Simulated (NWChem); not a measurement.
# C3H6OSi; SMILES C=C[SiH2]C=O

```xyz
11

C      0.5616    -2.4217    -0.3046
C      0.5236    -1.2212     0.3076
Si    -0.8892    -0.0041     0.1615
C     -0.1211     1.7453    -0.2328
O      0.9360     2.0725     0.2780
H     -0.2698    -2.7846    -0.9338
H      1.4272    -3.0998    -0.2062
H      1.3902    -0.9021     0.9164
H     -1.6132     0.1840     1.4718
H     -1.8812    -0.4331    -0.8880
H     -0.6725     2.4676    -0.9204
```
Atoms are numbered in this order, from 1.

Level: PBE-D3(BJ)/def2-SVP (NWChem), optimised geometry, unscaled harmonic frequencies. 

**Question.** List the harmonic frequencies with IR intensities, and the thermochemistry.

**Answer.** 
```
frequency (cm⁻¹)  IR intensity (km/mol)
----------------  ---------------------
27                                  5.8
72                                  0.3
110                                 4.8
256                                 0.5
322                                 6.9
470                                17.5
501                                14.8
574                                39.9
679                                36.1
696                                10.7
798                                96.4
873                                43.6
896                                70.0
942                                29.3
978                                10.2
1003                                9.1
1223                                0.2
1336                               28.4
1372                                9.2
1622                                2.9
1729                              121.4
2137                               75.0
2156                               94.2
2705                              225.5
3051                               10.1
3075                                0.9
3143                                6.4
```

| Property | Result |
|---|---|
| zero-point energy | 46.8 kcal/mol |
| thermal correction to the enthalpy at 298.15 K (with zero-point energy) | 52.0 kcal/mol |
| heat capacity Cv | 24.0 cal/(mol K) |
| entropy at 298.15 K and 1 atm (symmetry number 1) | 85.7 cal/(mol K) |
| dipole moment | 1.75 D |

Rigid rotor and harmonic oscillator; modes under 100 cm⁻¹ make the entropy uncertain.
